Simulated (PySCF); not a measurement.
Geometries of 2 isomers of CH7B2N, from PBE0-D3(BJ)/def2-SVP geometry optimisation, gas phase in PySCF. One conformer each, no zero-point energy, no frequencies.

**Question.** Which isomer lies lower at this level?
A.
```xyz
11
angstrom
B      2.105   -0.179   -0.492
N      0.825    0.314   -0.143
B     -0.398   -0.424   -0.115
C     -1.767    0.231    0.273
H      3.054    0.572   -0.478
H      2.223   -1.340   -0.799
H      0.767    1.298    0.108
H     -0.334   -1.595   -0.414
H     -2.473    0.126   -0.569
H     -2.229   -0.330    1.104
H     -1.717    1.294    0.554
```
B.
```xyz
11
angstrom
B      0.209    1.416    0.460
N      0.122    0.081   -0.023
B      1.231   -0.520   -0.685
C     -1.102   -0.695    0.166
H      1.233    2.033    0.306
H     -0.747    1.907    1.017
H      1.128   -1.657   -1.089
H      2.246    0.112   -0.833
H     -0.950   -1.495    0.908
H     -1.914   -0.048    0.522
H     -1.417   -1.167   -0.776
```

**Answer.** A. That is `BNBC` (CH7B2N), 21.0 kcal/mol below the other.

| SMILES | atoms numbered as above | E (Eh) | relative (kcal/mol) | relative (kJ/mol) | dipole (D) |
| --- | --- | --- | --- | --- | --- |
| BNBC | [BH2:1][NH:2][BH:3][CH3:4] | -146.53995 | 0.0 | 0.0 | 1.71 |
| BN(B)C | [BH2:1][N:2]([BH2:3])[CH3:4] | -146.50651 | 21.0 | 87.8 | 1.57 |

As drawn, the lower has an N–H bond, which the higher lacks.
